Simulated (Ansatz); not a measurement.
Input file for Ansatz (an electronic-structure program): SC-NEVPT2 on CASSCF(4,3)/def2-SVP on H2O2Pb (SMILES [OH][Pb][OH]), a point of a bond scan (R = 2.610 Å). Elements past Kr take the def2 small-core potentials; no spin–orbit coupling.

Ansatz 0.2 input:
```yaml
crystal:
  periodic: [false, false, false]
  atoms:
    - {symbol: Pb, position_ang: [0.05784747, -0.14199193, 0.22381656]}
    - {symbol: O, position_ang: [1.14579287, 1.30947280, -0.81344033]}
    - {symbol: H, position_ang: [-0.20397142, 2.14642290, -2.88398749]}
    - {symbol: O, position_ang: [-1.53296568, 0.01324847, -1.15853494]}
    - {symbol: H, position_ang: [-2.29199006, -0.55788612, -0.99684579]}
basis:
  gaussian:
    orbitals: def2-SVP
    pivot_positions_ang: [[0.05784747, -0.14199193, 0.22381656], [1.14579287, 1.30947280, -0.81344033], [-0.20397142, 2.14642290, -2.88398749], [-1.53296568, 0.01324847, -1.15853494], [-2.29199006, -0.55788612, -0.99684579]]
magnetization: {spin_polarized: false}
correlation: {method: sc_nevpt2, electrons: outside_noble_gas, active_space: {window: {electrons: 4, orbitals: 3}}}
output: {orbitals: {seedname: ./end}}
```

Program output:

```
WARN ansatz: RAYON_NUM_THREADS=1 ignored (pool sized by the plan → 1); use --threads N
Functional definition: HF
integrals: 0.02 GiB planned
753 factors; integrals over basis functions are off by at most 2.2e-4 eV
mean field: 0.15 GiB planned
mean field evaluation 1: about -9302.0927 eV, gradient 6.7e1 eV
mean field evaluation 2: about -9302.1773 eV, gradient 6.7e1 eV
mean field evaluation 4: about -9311.9312 eV, gradient 2.7e1 eV
mean field evaluation 8: about -9314.5494 eV, gradient 3.8e-1 eV
mean field evaluation 16: about -9314.5660 eV, gradient 1.6e-4 eV
mean field evaluation 32: about -9314.5660 eV, gradient 1.3e-4 eV
mean field evaluation 64: about -9312.0920 eV, gradient 5.3e0 eV
mean field -9314.56595040 eV, -342.3039850377 hartree, gradient 3.7e-6 eV, S^2 0.000000; 4 other end points of the search recorded, 0 dependent functions left out; unrestricted orbitals would lower it
reference -9314.56595040 eV, -342.3039850377 hartree; 20, 20 occupied and 44, 44 virtual orbitals, 753 factors
configuration interaction: 0.16 GiB planned
configuration interaction: 0.00 GiB planned
state -9319.12854931 eV, -342.4716574549 hartree
state -9319.12854931 eV, -342.4716574549 hartree; corrected -9330.01680462 eV, -342.8717934572 hartree
Total energy: -9330.01680462 eV, -342.8717934572 hartree
```

The calculation finished and met its thresholds.

Cost: around 6 core-seconds (rough).
